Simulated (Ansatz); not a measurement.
Coupled-cluster diagnostics for [TaO2F2]- (TaO₂F₂⁻), Ansatz.

Geometry of the singlet (PBE-D4/def2-SVPD):

| atom | x (Å) | y (Å) | z (Å) |
| --- | --- | --- | --- |
| Ta1 | 0.015 | 0.013 | 0.005 |
| O2 | 1.393 | 0.472 | -1.038 |
| O3 | 0.189 | 0.883 | 1.557 |
| F4 | 0.067 | -1.923 | 0.336 |
| F5 | -1.664 | 0.555 | -0.860 |

In the def2 sets Ta takes a core potential; there is no spin–orbit coupling. Correlated methods freeze 4 core orbitals; core or outer-core shells of Ta are correlated, in sets that lack core-valence functions.

Estimate the CCSD(T) correlation energy, the shares of MP2 and (T), T1 and the reference's ⟨S²⟩ for: charge -1, singlet, own geometry in def2-TZVPD; and the rough time on 4 threads of AMD EPYC 9B45 on a shared host.


```tsv
state	basis	correlation (eV)	MP2 share (%)	(T) share (%)	T1	⟨S²⟩ (pure)	wall time
charge -1, singlet, own geometry	def2-TZVPD	-37.933	99.3	4.4	0.020	0.00 (0.00)	46 s
```
Customary marks for T1 are 0.02 (closed shells), 0.045 (open shells) and about 0.05 (3d metals). T1 exceeds 0.02 in 1 of 1 rows and 0.045 in 0; the higher it lies, the less the single-reference result can be trusted.
